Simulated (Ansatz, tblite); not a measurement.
Cost and result up the ladder for Sr2O2 (the lowest singlet isomer of a short search) (4 atoms). Total charge 0; singlet. Geometry: PBE-D4/def2-TZVP.

Cartesian coordinates in Å:
```
Sr -0.362 1.365 0.805
Sr 0.361 -1.365 -0.805
O 0.357 0.779 -1.160
O -0.357 -0.779 1.160
```

Ansatz on 4 threads of Arm Neoverse V2 on a shared host; xTB runs through tblite on one thread. Times are rough, summed over both states, and most runs start from the orbitals of an earlier one. B2PLYP/def2-TZVP serves as the yardstick here, not as an exact answer. The other state is a triplet at its own geometry.

In the def2 sets Sr takes a core potential; there is no spin–orbit coupling. The xTB rows come from tblite. Correlated methods freeze 2 core orbitals; core or outer-core shells of Sr are correlated, in sets that lack core-valence functions. In CCSD on the charge 0 triplet the largest single amplitude is 0.43, so its Hartree–Fock determinant may place the open shell otherwise than the density functionals do. The structure comes from a short search, and lower isomers may exist.

Run but left out: HF/def2-TZVP, HF/def2-TZVPP, MP2/def2-TZVP, MP2/def2-TZVPP (triplet: a determinant that CCSD turns far, T1 0.077).

Correlated methods converge slowly with the basis.

xTB has no spin-polarisation term.

```csv
level,functions,wall time
GFN1-xTB,26,0.006 s
GFN2-xTB,26,0.007 s
LDA (SPW92)/def2-TZVP,128,1.6 s
PBE-D4/def2-TZVP,128,3 s
RPA@PBE/def2-TZVP,128,5.2 s
r2SCAN-D4/def2-TZVP,128,6.6 s
B2PLYP/def2-TZVP,128,7.2 s
PBE0-D4/def2-TZVP (with forces),128,9 s
r2SCAN0-D4/def2-TZVP,128,9.5 s
B97M-V/def2-TZVP,128,13 s
CCSD(T)/def2-TZVPP,142,2.7 min
```

(1) Estimate what each level gives for the triplet − singlet (eV).

## Answers

(1) 
| level | triplet − singlet (eV) | difference from B2PLYP/def2-TZVP (eV) | remarks |
| --- | --- | --- | --- |
| GFN1-xTB | 2.48 | 0.61 | – |
| GFN2-xTB | 0.74 | -1.13 | – |
| LDA (SPW92)/def2-TZVP | 2.00 | 0.13 | – |
| PBE-D4/def2-TZVP | 1.71 | -0.16 | – |
| RPA@PBE/def2-TZVP | 0.96 | -0.91 | – |
| r2SCAN-D4/def2-TZVP | 1.70 | -0.17 | – |
| B2PLYP/def2-TZVP | 1.87 | 0.00 | – |
| PBE0-D4/def2-TZVP (with forces) | 1.76 | -0.11 | – |
| r2SCAN0-D4/def2-TZVP | 1.73 | -0.14 | – |
| B97M-V/def2-TZVP | 1.37 | -0.49 | – |
| CCSD(T)/def2-TZVPP | 1.85 | -0.02 | large T1 (0.023) (singlet), large T1 (0.077) (triplet) |
